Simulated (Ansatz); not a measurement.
Relaxation of GaH₄NSi (7 atoms, charge 0, multiplicity 1), to a largest force component of 0.02 eV/Å in at most 50 steps.

Method: RKS BLYP-D4/def2-SVP in Ansatz 0.2.0.

```xyz
7
Properties=species:S:1:pos:R:3:forces:R:3
N -0.593 -0.925 0.062 -8.49 0.32 0.87
Si 0.199 0.681 0.257 2.64 1.50 0.56
Ga 1.004 -1.262 -0.706 5.62 -2.43 -3.26
H -1.403 -0.682 -0.551 -0.35 -1.21 0.17
H -0.917 -1.450 0.900 -0.30 0.26 -0.47
H -0.701 1.662 0.906 -0.81 -0.02 0.83
H 0.948 -0.735 1.061 1.68 1.59 1.29
```

**Question.** Where does it end, and by what steps?

**Answer.** It converged. After 15 steps the energy has fallen by 2.897 eV; H7 moved furthest, 1.20 Å. The start is strongly strained (largest force component 8 eV/Å), so its close contacts needn't be bonds. Parted: Ga3–H7. Joined: Si2–H7.

```tsv
step	energy less start (eV)	largest force component (eV/Å)	accepted
0	0.0000	8.491	yes
1	-1.5283	3.850	yes
2	-2.3703	0.919	yes
3	-2.6397	0.466	yes
4	-2.7077	0.446	yes
5	-2.7562	0.455	yes
6	-2.8140	0.343	yes
7	-2.8500	0.547	yes
8	-2.8826	0.282	yes
9	-2.8732	0.525	no
10	-2.8919	0.186	yes
11	-2.8949	0.060	yes
12	-2.8955	0.064	yes
13	-2.8968	0.027	yes
14	-2.8970	0.021	yes
15	-2.8972	0.017	yes
```

```xyz
7
Properties=species:S:1:pos:R:3
N -0.768 -0.991 0.047
Si 0.498 0.337 0.500
Ga 1.026 -1.324 -1.480
H -1.655 -0.673 -0.366
H -0.993 -1.709 0.748
H -0.329 1.611 0.516
H 0.759 0.036 1.965
```

Whether the end is a true minimum wasn't checked by a vibrational analysis.

Run time: 30 s on 2 threads of Intel(R) Xeon(R) Platinum 8259CL CPU @ 2.50GHz (Skylake/Cascade Lake), with other jobs on the host, peak memory 0.14 GiB.
